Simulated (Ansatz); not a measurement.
Relaxation of C2H4NSi (8 atoms, charge -1, multiplicity 1), to a largest force component of 0.015 eV/Å in at most 40 steps.

Level of theory: RKS PBE0/def2-SVP in Ansatz 0.2.0.

```xyz
8
Properties=species:S:1:pos:R:3:forces:R:3
N -0.751 0.897 0.225 0.24 -0.74 0.06
C 0.234 -0.247 0.488 -0.20 2.12 0.76
C 0.306 -1.212 -0.576 -0.91 -1.87 -0.66
Si -0.107 -2.578 -1.467 0.57 0.99 0.25
H -0.779 1.020 -0.788 0.10 0.01 0.01
H -0.398 1.769 0.624 0.16 -0.07 -0.09
H 1.236 0.232 0.720 -0.23 -0.30 -0.04
H -0.119 -0.672 1.464 0.28 -0.13 -0.29
```

Task: Where does it end, and by what steps?

Result: It converged. The force dipped under the threshold on the way, but the program's further checks kept it going. Limits of this set-up: an anion without diffuse functions, the dipole of an ion depends on the origin. After 15 steps the energy has fallen by 0.422 eV; H6 moved furthest, 1.22 Å.

```tsv
step	energy less start (eV)	largest force component (eV/Å)	accepted
0	0.0000	2.117	yes
1	-0.1260	1.186	yes
2	-0.2221	0.625	yes
3	-0.2328	0.554	yes
4	-0.2476	0.178	yes
5	-0.2520	0.067	yes
6	-0.2457	0.727	no
7	-0.2586	0.123	yes
8	-0.2658	0.386	yes
9	-0.2961	0.334	yes
10	-0.3199	0.933	yes
11	-0.3942	0.240	yes
12	-0.4206	0.164	yes
13	-0.4223	0.015	yes
14	-0.4224	0.020	yes
15	-0.4224	0.006	yes
```

```xyz
8
Properties=species:S:1:pos:R:3
N -0.491 1.084 0.348
C 0.173 -0.213 0.635
C 0.242 -1.155 -0.491
Si 0.277 -2.154 -1.804
H -1.397 0.822 -0.051
H -0.007 1.439 -0.482
H 1.183 0.035 1.029
H -0.361 -0.650 1.507
```

Time of the run: 54 s on 1 thread of Intel(R) Xeon(R) Platinum 8259CL CPU @ 2.50GHz (Skylake/Cascade Lake) (shared host), peak memory 0.17 GiB.
